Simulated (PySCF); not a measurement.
C6H6F3O (charge +1).
SMILES with atom numbers: `[CH3:1][CH2:2][C:3]([F:4])([F:5])[O:6][c+:7]1[cH:8][c:9]1[F:10]` (hydrogens: H11, H12, H13 on C1; H14, H15 on C2; H16 on C8)

Structure optimised with GFN2-xTB, isolated species.

Task: What internal coordinates does the optimisation give?

Result: 
| bond | length (Å) | order |
| --- | --- | --- |
| C1–C2 | 1.526 | single |
| C2–C3 | 1.505 | single |
| C3–F4, C3–F5 | 1.336 | single |
| C3–O6 | 1.479 | single |
| O6–C7 | 1.254 | single |
| C7–C8 | 1.410 | aromatic |
| C8–C9 | 1.365 | aromatic |
| C9–F10 | 1.264 | single |
| C7–C9 | 1.401 | aromatic |
| C1–H11, C1–H12, C1–H13 | 1.086 | single |
| C2–H14, C2–H15 | 1.092 | single |
| C8–H16 | 1.074 | single |

Bonds in one row agree within 0.01 Å and their mean is given. Orders are formal, as drawn. A selection of angles:
| angle | degrees |
| --- | --- |
| C1–C2–C3 | 111.7 |
| C2–C3–F4 | 114.5 |
| C2–C3–F5 | 114.9 |
| C2–C3–O6 | 109.9 |
| F4–C3–F5 | 106.3 |
| F4–C3–O6 | 105.1 |
| C3–O6–C7 | 118.4 |
| O6–C7–C8 | 151.7 |
| O6–C7–C9 | 150.3 |
| C8–C7–C9 | 58.1 |
| C7–C8–C9 | 60.6 |
| C8–C9–F10 | 150.4 |
| C7–C9–C8 | 61.3 |
| C7–C9–F10 | 148.3 |

Torsions: C1–C2–C3–F4 179° (antiperiplanar); C2–C3–O6–C7 -179° (antiperiplanar); C3–O6–C7–C8 -1° (synperiplanar). The mirror-image conformer, all signs reversed, is as good.

The C–O distances run from 1.254 Å (O6–C7, drawn single) to 1.479 Å (C3–O6, drawn single), a spread of 0.225 Å. The 3-membered ring C7–C8–C9 has internal angles of 58.1° to 61.3°. Of the pairs four or more bonds apart, F5···H11 is among the closest relative to their van der Waals radii: 2.62 Å, 98 % of the sum of Bondi's values. C8 (unsaturated ring CH carbon) is planar (angles 150.0°, 149.4° and 60.6°, sum 360.0°, 0.00 Å off the plane of its three neighbours). The C–C distances run from 1.365 Å (C8–C9, drawn aromatic) to 1.526 Å (C1–C2, drawn single), a spread of 0.161 Å. O6 (oxygen bonded to 2 C) is bent (angle 118.4°). C9 (unsaturated ring carbon) has angles 150.4°, 148.3° and 61.3°, sum 360.0°, 0.00 Å off the plane of its three neighbours.

Point group: C1 (no symmetry element, even within 0.4 Å). Not checked by GFN2-xTB frequencies.

All values are computed, not measured.
